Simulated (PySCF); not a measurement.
H$_{5}$GeMgN (SMILES [NH2][Mg][GeH3]), singlet, at a GFN2-xTB geometry (such geometries of metal compounds can be far from the true shape); PySCF with M062X/6-31G, TDA.

Here is a job for PySCF.
```python
from pyscf import gto, scf, dft, tdscf

mol = gto.M(
    atom='''
Mg    0.26617056    1.22102758   -0.53707774
N    -0.81207045    2.12638915   -1.77237066
H    -1.24698601    3.03328076   -1.64154849
H    -0.70246454    2.03068423   -2.77718849
Ge    0.13463109   -0.93078152    0.63743613
H     0.84736679   -2.14739934    0.05188352
H     0.54759678   -1.14166926    2.09106185
H    -1.26326168   -1.52694284    0.72936278
''',
    basis='6-31g',
    verbose=4,
)

mf = dft.RKS(mol)
mf.xc = 'm062x'
mf.kernel()
td = mf.TDA()
td.nstates = 5
td.kernel(x0=td.get_init_guess(mf, 13), nstates=5)
td.analyze()
```

It wrote (shortened):

```
PySCF version 2.14.0

[INPUT] verbose = 4
[INPUT] num. atoms = 8
[INPUT] num. electrons = 56
[INPUT] charge = 0
[INPUT] spin (= nelec alpha-beta = 2S) = 0
[INPUT] symmetry False subgroup None
[INPUT] Mole.unit = angstrom
[INPUT] Symbol           X                Y                Z      unit          X                Y                Z       unit  Magmom
[...]
nuclear repulsion = 198.221106237608
number of shells = 33
number of NR pGTOs = 178
number of NR cGTOs = 59
basis = 6-31g
ecp = {}

******** <class 'pyscf.dft.rks.RKS'> ********
method = RKS
initial guess = minao
damping factor = 0
level_shift factor = 0
DIIS = <class 'pyscf.scf.diis.CDIIS'>
diis_start_cycle = 1
diis_space = 8
diis_damp = 0
SCF conv_tol = 1e-09
SCF conv_tol_grad = None
SCF max_cycles = 50
direct_scf = True
direct_scf_tol = 1e-13
XC library pyscf.dft.libxc version 7.1.2
    S. Lehtola, C. Steigemann, M. J. T. Oliveira, and M. A. L. Marques,  SoftwareX 7, 1–5 (2018)
XC functionals = m062x
    Y. Zhao and D. G. Truhlar,  Theor. Chem. Acc. 120, 215 (2008)
    Y. Zhao and D. G. Truhlar,  Theor. Chem. Acc. 120, 215 (2008)
radial grids:
    Treutler-Ahlrichs [JCP 102, 346 (1995); DOI:10.1063/1.469408] (M4) radial grids

becke partition: Becke, JCP 88, 2547 (1988); DOI:10.1063/1.454033
pruning grids: <function nwchem_prune>
grids dens level: 3
symmetrized grids: False
atomic radii adjust function: <function treutler_atomic_radii_adjust>
small_rho_cutoff = 0
Set gradient conv threshold to 3.16228e-05
Initial guess from minao.
tot grids = 102168
init E= -2333.7623031873
[...]
cycle= 1 E= -2334.32758848605  delta_E= -0.565  |g|= 0.49  |ddm|= 2.48
[...]
cycle= 2 E= -2334.27190308997  delta_E= 0.0557  |g|= 0.696  |ddm|= 1.22
[...]
cycle= 3 E= -2334.39140987296  delta_E= -0.12  |g|= 0.0448  |ddm|= 0.692
[...]
cycle= 4 E= -2334.39191741969  delta_E= -0.000508  |g|= 0.0151  |ddm|= 0.0749
[...]
cycle= 5 E= -2334.39194706073  delta_E= -2.96e-05  |g|= 0.00229  |ddm|= 0.0184
[...]
cycle= 6 E= -2334.39194921242  delta_E= -2.15e-06  |g|= 0.000544  |ddm|= 0.00589
[...]
cycle= 7 E= -2334.39194935611  delta_E= -1.44e-07  |g|= 9.64e-05  |ddm|= 0.00149
[...]
cycle= 8 E= -2334.39194936468  delta_E= -8.58e-09  |g|= 1.73e-05  |ddm|= 0.000347
[...]
cycle= 9 E= -2334.39194936507  delta_E= -3.86e-10  |g|= 5.43e-06  |ddm|= 7.97e-05
[...]
Extra cycle  E= -2334.39194936508  delta_E= -1.41e-11  |g|= 4.37e-06  |ddm|= 2.25e-05
converged SCF energy = -2334.39194936508

******** <class 'pyscf.tdscf.rks.TDA'> for <class 'pyscf.dft.rks.RKS'> ********
nstates = 5 singlet
deg_eia_thresh = 1.000e-03
wfnsym = None
conv_tol = 1e-05
eigh lindep = 1e-12
eigh level_shift = 0
eigh max_cycle = 100

Excitation energies (eV)
[4.14198803 4.61685923 5.15909286 5.68877612 5.82849538]

** Singlet excitation energies and oscillator strengths **
Excited State   1:      4.14199 eV    299.33 nm  f=0.0714
      28 -> 29        0.64471
      28 -> 30        0.19864
      28 -> 31       -0.16133
Excited State   2:      4.61686 eV    268.55 nm  f=0.0249
      28 -> 29       -0.16616
      28 -> 30        0.66724
      28 -> 31        0.11058
Excited State   3:      5.15909 eV    240.32 nm  f=0.3382
      27 -> 29        0.67974
Excited State   4:      5.68878 eV    217.95 nm  f=0.1240
      27 -> 30       -0.67438
      28 -> 31        0.13769
Excited State   5:      5.82850 eV    212.72 nm  f=0.1963
      27 -> 29        0.11161
      27 -> 30       -0.14346
      28 -> 29       -0.16171
      28 -> 31       -0.63755
      28 -> 34        0.11090

** Transition electric dipole moments (AU) **
state          X           Y           Z        Dip. S.      Osc.
  1         0.7403      0.0287      0.3931      0.7035      0.0714
  2        -0.4401      0.1335     -0.0914      0.2199      0.0249
  3         0.5346      1.5071     -0.3447      2.6761      0.3382
  4         0.4635     -0.3474     -0.7446      0.8900      0.1240
  5         0.3563      0.8879     -0.6776      1.3745      0.1963

** Transition velocity dipole moments (imaginary part, AU) **
state          X           Y           Z        Dip. S.      Osc.
  1         0.0719      0.0034      0.0428      0.0070      0.0307
  2        -0.0588      0.0206      0.0100      0.0040      0.0157
  3         0.0397      0.2362     -0.0870      0.0650      0.2284
  4         0.0339     -0.0408     -0.0991      0.0126      0.0403
  5         0.1288      0.1983     -0.1134      0.0688      0.2141

** Transition magnetic dipole moments (imaginary part, AU) **
state          X           Y           Z
  1        -0.3167      0.3898      0.3664
  2        -0.1361     -0.0921     -0.5047
  3         0.3631     -0.2356     -0.4866
  4        -0.1791     -0.4931     -0.1070
  5        -0.1714      0.2737      0.4781
```
